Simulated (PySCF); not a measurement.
AlHF2, SMILES [F][AlH][F]. The structure is a stationary point at B3LYP-D3(BJ)/def2-TZVP.

Computed equilibrium geometry at B3LYP-D3(BJ)/def2-TZVP (PySCF confirms it by a frequency run) as Cartesian coordinates in Å, and its point group:
point group C2v.
```xyz
4

Al     0.0000     0.0000     0.4283
H      0.0000     0.0000     1.9817
F      0.0000    -1.4088    -0.4194
F      0.0000     1.4088    -0.4194
```
